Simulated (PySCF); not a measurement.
# SnCl₄: calculation against measurement

Isolated SnCl₄, optimised in PySCF with density fitting and no spin–orbit coupling; def2 sets carry scalar-relativistic core potentials from Rb on. It is a singlet of Td symmetry: PBE0/def2-SVP Sn–Cl 2.317 Å (×4).

Counting electrons, tin keeps none of its valence electrons outside its bonds, so the VSEPR class is AX4 and the expected shape is tetrahedral (Td), as computed.

Measured fundamentals (Shimanouchi, Tables of Molecular Vibrational Frequencies (1972), as compiled in the NIST Chemistry WebBook) beside computed harmonic wavenumbers, in cm⁻¹:

```
mode as compiled  computed symmetry  measured  rating (A best; medium not stated)  PBE0/def2-SVP
      a1 sym str                 a1       366                                   C            361
    e deg deform                  e       104                                   C             95
      f2 deg str                 t2       403                                   C            408
   f2 deg deform                 t2       134                                   C            124
```

How close does the calculation come?

Mean absolute differences: PBE0/def2-SVP 4.7 %. The mean ratio of measured to computed values at PBE0/def2-SVP is 1.043. Harmonic values should lie a little above fundamentals, yet here they lie below on average.
